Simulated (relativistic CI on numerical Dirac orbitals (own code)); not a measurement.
## Level scheme of Os27+

Calculated at this level of theory: Dirac-Coulomb-Breit CI, orbitals from a KLI potential per configuration, model QED, unscaled Slater integrals (own radial code, finite nucleus).

CI space (outside the closed core [Ar] 3d10 4s2): 4p6 4d10 4f3, 4p6 4d10 4f2 5s, 4p6 4d9 4f4, 4p6 4d10 4f 5s2, 4p6 4d10 4f2 5p, 4p6 4d10 4f 5s 5p, 4p5 4d10 4f4, 4p6 4d10 4f2 5d, 4p6 4d10 4f 5p2, 4p6 4d10 4f 5s 5d, 4p6 4d10 4f 5p 5d, 4p6 4d9 4f2 5s2, 4p6 4d10 4f2 5f, 4p6 4d10 4f2 6s, 4p6 4d10 4f 5d2, 4p6 4d10 4f2 6p. Levels of other configurations are missing.

The lowest level is 4p6 4d10 4f3 4I°_9/2, with 81 % of that term; Hund's rules for 4p6 4d10 4f3 give 4I° with J = 9/2, in agreement.

| No. | Configuration | Term | J | E (cm⁻¹) | % | Landé g | Lifetime (s) | jj configuration (%) |
| --- | --- | --- | --- | --- | --- | --- | --- | --- |
| 1 | 4p6 4d10 4f3 | 4I° | 9/2 | 0.0 | 81 | 0.762 |  | 4f5/2^3 (85) |
| 2 | 4p6 4d10 4f3 | 4I° | 11/2 | 24743.7 | 94 | 0.969 | 1.79e-03 | 4f5/2^2 4f7/2 (94) |
| 3 | 4p6 4d10 4f3 | 4F° | 3/2 | 40122.3 | 61 | 0.629 |  | 4f5/2^3 (80) |
| 4 | 4p6 4d10 4f3 | 4I° | 13/2 | 45083.3 | 90 | 1.089 | 2.85e-03 | 4f5/2 4f7/2^2 (58) |
| 5 | 4p6 4d10 4f3 | 2H° | 9/2 | 51348.2 | 36 | 1.009 | 1.42e-03 | 4f5/2^2 4f7/2 (81) |
| 6 | 4p6 4d10 4f3 | 4F° | 5/2 | 56584.5 | 68 | 0.963 | 1.02e-02 | 4f5/2^2 4f7/2 (51) |
| 7 | 4p6 4d10 4f3 | 4I° | 15/2 | 62154.4 | 76 | 1.162 | 7.45e-03 | 4f5/2 4f7/2^2 (48) |
| 8 | 4p6 4d10 4f3 | 4S° | 3/2 | 63737.1 | 60 | 1.580 | 5.91e-03 | 4f5/2^2 4f7/2 (88) |
| 9 | 4p6 4d10 4f3 | 4F° | 7/2 | 63990.8 | 47 | 1.059 | 9.86e-03 | 4f5/2^2 4f7/2 (92) |
| 10 | 4p6 4d10 4f3 | 4G° | 5/2 | 65479.5 | 72 | 0.693 | 8.95e-03 | 4f5/2^2 4f7/2 (60) |
| 11 | 4p6 4d10 4f3 | 4G° | 7/2 | 77145.9 | 66 | 1.047 | 3.26e-03 | 4f5/2^2 4f7/2 (82) |
| 12 | 4p6 4d10 4f3 | 4F° | 9/2 | 82913.1 | 60 | 1.177 | 1.46e-03 | 4f5/2 4f7/2^2 (83) |
| 13 | 4p6 4d10 4f3 | 2K° | 13/2 | 83546.0 | 86 | 0.953 | 9.52e-04 | 4f5/2^2 4f7/2 (53) |
| 14 | 4p6 4d10 4f3 | 2H° | 11/2 | 84813.7 | 67 | 1.112 | 1.56e-03 | 4f5/2 4f7/2^2 (65) |
| 15 | 4p6 4d10 4f3 | 2D° | 3/2 | 93013.4 | 30 | 1.155 | 1.17e-03 | 4f5/2 4f7/2^2 (53) |
| 16 | 4p6 4d10 4f3 | 2G° | 7/2 | 94919.3 | 49 | 1.004 | 1.22e-03 | 4f5/2 4f7/2^2 (89) |
| 17 | 4p6 4d10 4f3 | 2P° | 1/2 | 95727.4 | 61 | 0.403 | 1.95e-03 | 4f5/2^2 4f7/2 (89) |
| 18 | 4p6 4d10 4f3 | 4G° | 9/2 | 97256.6 | 82 | 1.125 | 1.42e-03 | 4f5/2 4f7/2^2 (73) |
| 19 | 4p6 4d10 4f3 | 2L° | 15/2 | 98514.3 | 44 | 1.034 | 1.19e-03 | 4f5/2^2 4f7/2 (61) |
| 20 | 4p6 4d10 4f3 | 2D° | 5/2 | 102148.5 | 47 | 1.198 | 1.96e-03 | 4f5/2^2 4f7/2 (73) |
| 21 | 4p6 4d10 4f3 | 2H° | 11/2 | 107272.2 | 59 | 1.077 | 3.77e-03 | 4f5/2^2 4f7/2 (61) |
| 22 | 4p6 4d10 4f3 | 4D° | 3/2 | 111048.1 | 40 | 1.096 | 2.12e-03 | 4f5/2^2 4f7/2 (56) |
| 23 | 4p6 4d10 4f3 | 2D° | 5/2 | 114318.3 | 71 | 1.206 | 1.16e-03 | 4f5/2 4f7/2^2 (82) |
| 24 | 4p6 4d10 4f3 | 4G° | 11/2 | 119655.3 | 49 | 1.099 | 1.51e-03 | 4f5/2 4f7/2^2 (76) |
| 25 | 4p6 4d10 4f3 | 2G° | 9/2 | 120271.4 | 41 | 1.096 | 8.62e-04 | 4f7/2^3 (55) |
| 26 | 4p6 4d10 4f3 | 4D° | 1/2 | 126508.5 | 61 | 0.253 | 2.18e-03 | 4f5/2 4f7/2^2 (89) |
| 27 | 4p6 4d10 4f3 | 2I° | 13/2 | 131730.8 | 94 | 1.066 | 2.04e-03 | 4f5/2 4f7/2^2 (94) |
| 28 | 4p6 4d10 4f3 | 2L° | 15/2 | 133045.1 | 53 | 1.002 | 7.67e-04 | 4f7/2^3 (48) |
| 29 | 4p6 4d10 4f3 | 2D° | 3/2 | 133117.6 | 46 | 1.047 | 5.89e-04 | 4f5/2 4f7/2^2 (66) |
| 30 | 4p6 4d10 4f3 | 4D° | 7/2 | 133876.1 | 91 | 1.399 | 2.18e-03 | 4f5/2 4f7/2^2 (68) |

Energies count from the lowest computed level; ° marks odd parity; lifetimes are radiative, by E1, M1, E2, M2 decay to levels of this space only; some are left blank where a channel outside the calculation adds to the decay or the decay crosses a small, uncertain gap. Filled j subshells are mostly left out of the jj labels.

The mean weight of the leading LS term, summed over parents, in these 30 levels is 63 %, and that of the leading jj configuration (from the same eigenvectors) 72 %.

At this charge energies of transitions that change n are usually good to better than 1 %, and those within a shell (Δn = 0) to a few per cent. Terms inside the open d or f shell come out 10 to 20 % too wide with unscaled integrals.

LS names give the leading component of a level, which can be under half, so a name can repeat, a term be missing and a line seem to break the LS rules.
